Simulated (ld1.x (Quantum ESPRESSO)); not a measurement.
# Pd: excitation energies, all-electron against TM

* Element: Pd
* Generator: ld1.x (Quantum ESPRESSO) 7.5
* Type: norm-conserving Troullier–Martins (Kleinman–Bylander form)
* Functional: LDA (PZ)
* Relativity: scalar-relativistic
* Frozen core: [Ar] 3d10
* Valence charge: 18
* Reference configuration: 4s2 4p6 4d10 5s0 5p0
* Partial waves: 4s (bound): rc 1.35 bohr; 4p (bound): rc 1.50 bohr; 4f channel at -0.15 Ry: rc 1.40 bohr; 4d (bound): rc 1.40 bohr
* Local potential: the d channel
* Core correction: none

Energies are relative to the spin-unpolarised reference configuration 4s2 4p6 4d10 5s0 5p0; without spin polarisation the order of configurations can differ from experiment. Spin-polarised rows fill each open shell by Hund’s rule, majority spin first.

```tsv
valence configuration	charge	ΔE all-electron (eV)	error AE − PS (meV)
4s2 4p6 4d8 5s0 5p0	+2	30.470	+0.1
4s2 4p6 4d7 5s0 5p0	+3	65.065	+4.8
4s2 4p6 4d9 5s1 5p0	0	1.436	+248
4s2 4p6 4d9 5s0 5p1	0	5.318	+21
4s2 4p5 4d10 5s0 5p0	+1	57.340	-50
4s2 4p6 4d9 5s0 5p0 (spin-polarised)	+1	9.244	+11
4s2 4p6 4d8 5s0 5p0 (spin-polarised)	+2	29.835	+52
```

(1) What are ΔE and the potential's error for 4s2 4p6 4d9.5 5s0 5p0?

(2) What are ΔE and the potential's error for 4s2 4p6 4d9 5s0 5p0?

Results:

(1) ΔE = 3.370 eV all-electron; the error (AE − PS) is +0.2 meV.

(2) ΔE = 9.389 eV all-electron; the error (AE − PS) is +0.1 meV.
